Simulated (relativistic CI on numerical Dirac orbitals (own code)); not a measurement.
**Slater and spin-orbit integrals, Sm XLII**

Method of calculation: Dirac-Coulomb-Breit CI, orbitals from a KLI potential per configuration, model QED (radiative potential, 1s self-energy scaled to tabulated hydrogen-like ionisation energies), unscaled Slater integrals (own radial code, finite nucleus).

Slater integrals F^k, G^k are unscaled and averaged over j, outside the closed core [Ne]; ζ comes from projecting the Hamiltonian with its Breit term on Σ l·s of the shell.

- 3s2 3p6 3d3: F^2(3d,3d) = 489510, F^4(3d,3d) = 316280, ζ(3d) = 102300 cm⁻¹; <r>(3d) = 0.2089, <r^2>(3d) = 0.05056 (bohr units).
- 3s2 3p5 3d4: ζ(3p) = 759650, F^2(3d,3d) = 488650, F^4(3d,3d) = 315710, F^2(3p,3d) = 422470, G^1(3p,3d) = 449140, G^3(3p,3d) = 300320, ζ(3d) = 101280 cm⁻¹; <r>(3p) = 0.2347, <r^2>(3p) = 0.06369, <r>(3d) = 0.2092, <r^2>(3d) = 0.05073 (bohr units).
- 3s 3p6 3d4: F^2(3d,3d) = 488320, F^4(3d,3d) = 315490, G^2(3s,3d) = 340310, ζ(3d) = 101810 cm⁻¹; <r>(3s) = 0.2398, <r^2>(3s) = 0.06562, <r>(3d) = 0.2094, <r^2>(3d) = 0.05079 (bohr units).

Give the Racah parameters of the d shell in 3s2 3p6 3d3.

B = F²/49 − 5F⁴/441 = 6404 cm⁻¹ and C = 35F⁴/441 = 25102 cm⁻¹.

Averages of the first 10 configurations, taken without configuration mixing, which lowers the lowest level and can move excited configurations by several eV; other configurations of the list can lie among them:

```
 Configuration  Parity  States  Average energy above the lowest level (eV)
   3s2 3p6 3d3    even     120                                        62.4
   3s2 3p5 3d4     odd    1260                                       366.7
    3s 3p6 3d4    even     420                                       632.6
3s2 3p6 3d2 4s    even      90                                      1310.8
3s2 3p6 3d2 4p     odd     270                                      1410.4
3s2 3p6 3d2 4d    even     450                                      1530.7
3s2 3p5 3d3 4s     odd    1440                                      1606.6
3s2 3p6 3d2 4f     odd     630                                      1628.7
3s2 3p5 3d3 4p    even    4320                                      1706.4
 3s 3p6 3d3 4s    even     480                                      1874.1
```
